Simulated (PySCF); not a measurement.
C₂H₃AlF₂, SMILES C=[CH][Al]([F])[F].

Geometry: B3LYP-D3(BJ)/def2-SVP. The values are those of a single conformer.

These are B3LYP-D3(BJ)/def2-SVP run with PySCF 2.14.0 values and carry that method's errors.

Frequencies are harmonic and unscaled.

Computed harmonic wavenumbers and intensities:
```csv
mode,ν (cm⁻¹),IR (km/mol),Raman (Å⁴/amu),depolarisation,moving atoms (share of kinetic energy)
1,85,1.0,7.3,0.75,"C 47 %, H 29 %, F 18 %"
2,106,1.9,1.3,0.73,"F 45 %, C 29 %, H 16 %, Al 10 %"
3,239,34.2,0.6,0.66,"F 70 %, C 17 %, Al 11 %"
4,253,42.6,5.2,0.75,"Al 51 %, H 26 %, F 21 %"
5,323,20.0,3.5,0.52,"C 43 %, F 26 %, Al 17 %, H 14 %"
6,479,75.7,5.6,0.75,"H 59 %, C 28 %, Al 12 %"
7,603,5.2,11.6,0.06,"C 47 %, F 34 %, H 15 %"
8,844,159.8,0.1,0.72,"F 45 %, Al 44 %"
9,945,102.3,1.3,0.70,"Al 48 %, F 45 %"
10,1003,27.8,2.1,0.52,"H 81 %, C 12 %"
11,1013,27.4,0.2,0.75,"H 72 %, C 28 %"
12,1056,11.3,1.3,0.75,H 93 %
13,1268,1.7,11.9,0.15,"H 71 %, C 28 %"
14,1420,18.1,20.4,0.49,"H 80 %, C 20 %"
15,1645,18.9,9.7,0.04,"C 81 %, H 19 %"
16,3104,13.8,100.9,0.17,H 95 %
17,3131,3.6,144.9,0.33,"H 92 %, C 8 %"
18,3194,7.2,81.8,0.69,"H 89 %, C 11 %"
```
